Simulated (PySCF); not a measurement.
This PySCF input asks for the NMR shieldings of `[H]/N=C/c1ccc(C#C)cc1`, C₉H₇N; the geometry comes from GFN2-xTB.

```python
import basis_set_exchange as bse
import numpy as np
from pyscf import gto, dft
from pyscf.prop import nmr

atoms = """
C     4.128865   -0.334555    0.092949
C     2.932343   -0.235116    0.073000
C     1.523282   -0.112530    0.059803
C     0.786026   -0.543918   -1.046410
C    -0.585425   -0.419909   -1.051213
C    -1.252043    0.134882    0.043965
C    -2.703075    0.266382    0.039440
N    -3.389732   -0.113267   -0.948077
C    -0.511448    0.563253    1.146197
C     0.861944    0.442525    1.157045
H     5.174153   -0.422601    0.107579
H     1.303896   -0.972349   -1.892325
H    -1.175911   -0.745493   -1.892946
H    -3.122947    0.715695    0.952761
H    -4.393884    0.020004   -0.858731
H    -1.019916    0.994520    1.997657
H     1.436873    0.774507    2.009396
"""
names = dict.fromkeys(["C", "N", "H"], "pcSseg-1")
basis = {el: gto.basis.parse(bse.get_basis(n, elements=[el], fmt="nwchem")) for el, n in names.items()}
mol = gto.M(atom=atoms, basis=basis, charge=0, verbose=0)
mf = dft.RKS(mol, xc="PBE0")
mf.grids.level = 2
mf.grids.alignment = dft.numint.BLKSIZE   # the property module wants whole blocks of grid points
mf.conv_tol = 1e-9
mf.kernel()

calc = nmr.RKS(mf)   # GIAO
C = mf.mo_coeff
Co = C[:, mf.mo_occ > 0]
resp = mf.gen_response(singlet=True, hermi=2)
def vind(x):   # induced exchange potential for any number of trial vectors
    d = np.einsum("pi,xij,qj->xpq", C, 2 * x.reshape(-1, C.shape[1], Co.shape[1]), Co, optimize=True)
    return np.einsum("xpq,pi,qj->xij", resp(d - d.transpose(0, 2, 1)), C, Co, optimize=True).ravel()
mo1, _ = nmr.rhf.solve_mo1(calc, with_cphf=vind)
sigma = calc.kernel(mo1)
for i, s in enumerate(sigma):   # ppm
    w = np.linalg.eigvalsh((s + s.T) / 2)
    print("%2d %-2s iso %8.1f  s11 %8.1f  s22 %8.1f  s33 %8.1f" % (i, mol.atom_pure_symbol(i), w.mean(), *w))
```

**Question.** What are the results?

**Answer.** 
```
 0 C  iso     96.8  s11     39.0  s22     47.7  s33    203.7
 1 C  iso     97.7  s11    -10.1  s22      4.4  s33    298.6
 2 C  iso     56.8  s11    -45.0  s22     44.7  s33    170.6
 3 C  iso     47.4  s11    -58.9  s22     32.7  s33    168.4
 4 C  iso     54.8  s11    -52.5  s22     29.2  s33    187.6
 5 C  iso     44.6  s11    -47.1  s22     10.6  s33    170.2
 6 C  iso     15.2  s11    -91.6  s22     23.6  s33    113.7
 7 N  iso    -90.5  s11   -451.0  s22    -62.5  s33    242.0
 8 C  iso     49.3  s11    -52.7  s22     31.1  s33    169.6
 9 C  iso     47.5  s11    -59.9  s22     34.8  s33    167.5
10 H  iso     28.7  s11     24.5  s22     25.3  s33     36.4
11 H  iso     23.7  s11     20.0  s22     23.1  s33     28.2
12 H  iso     22.7  s11     18.2  s22     23.2  s33     26.8
13 H  iso     22.9  s11     20.0  s22     22.2  s33     26.4
14 H  iso     20.2  s11     11.6  s22     24.2  s33     24.9
15 H  iso     24.2  s11     21.2  s22     23.9  s33     27.3
16 H  iso     23.8  s11     20.2  s22     23.0  s33     28.1
```

These numbers come from an equivalent density-fitted implementation of the same equations, which agrees with the script to about 0.01 ppm for H and up to a few tenths of a ppm for heavy atoms, so last digits may differ.

**Question.** Turn these shieldings into chemical shifts. Chemical shifts δ = σref − σ; 13C (186.93 ppm), 1H (31.72 ppm) vs TMS; 15N (267.73 ppm) against NH3, all at this level.

**Answer.** Averaging equivalent atoms: C 6: 171.7; C 5: 142.4; C 3/9: 139.5; C 4/8: 134.9; C 2: 130.2; C 0: 90.1; C 1: 89.3; N 7: 358.2; H 14: 11.48; H 13: 8.85; H 12/15: 8.27; H 11/16: 7.96; H 10: 2.98 ppm. Experimental scales use liquid or dissolved standards, which lie at an offset from isolated NH3 (liquid NH3: subtract about 20 ppm). Unscaled 15N shifts of sp2 nitrogen come out 20 to 40 ppm too high even then.

Size and cost of the density-fitted run: 205 basis functions, 60 s wall time on 1 thread of an Arm Neoverse N1, shared host.
